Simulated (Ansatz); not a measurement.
Scan of the H5–O1–B2–Cl3 dihedral angle

BHCl2O (SMILES OB(Cl)Cl), closed shell, at its PBE0-D4/def2-TZVP minimum:

```
5
angstrom
O 0.7772 0.6575 0.3849
B -0.1228 -0.2857 0.0724
Cl -0.3099 -1.6557 1.1371
Cl -1.1099 -0.1653 -1.3817
H 0.8153 1.3754 -0.2542
```

The dihedral angle H5–O1–B2–Cl3 (-180.0° at the minimum) is set to the values below, the two halves turning rigidly about the central bond. Each method's energies count from its own value at the PBE0-D4 minimum structure. Computed with Ansatz 0.2.0 (basis: def2-TZVPP); correlated methods freeze the cores. B3LYP uses VWN-RPA correlation.

```
dihedral angle (°)  CCSD(T) (eV)  B3LYP-D4 (eV)  wB97M-V (eV)  r2SCAN-D4 (eV)
            -174.4        0.0042         0.0040        0.0041          0.0041
            -148.7        0.1220         0.1160        0.1183          0.1178
            -122.9        0.3301         0.3124        0.3192          0.3171
             -97.2        0.4743         0.4477        0.4578          0.4542
             -71.5        0.4357         0.4118        0.4206          0.4179
             -45.8        0.2516         0.2387        0.2428          0.2427
             -20.1        0.0725         0.0690        0.0693          0.0707
```

Largest difference from the CCSD(T) curve over the scan: PBE-D4 0.0195; PBE0-D4 0.0231; HF 0.0420; MP2 0.0037 eV. Each curve counts from its own value at the minimum.

T1 diagnostic: at most 0.012.

For scale, one of the runs: CCSD(T)/def2-TZVPP, 160 basis functions (an equivalent command: `ansatz run in.yaml --threads 2`). The run took 28 s on 2 CPU threads (shared host), with 1.2 GiB of host memory at its peak.
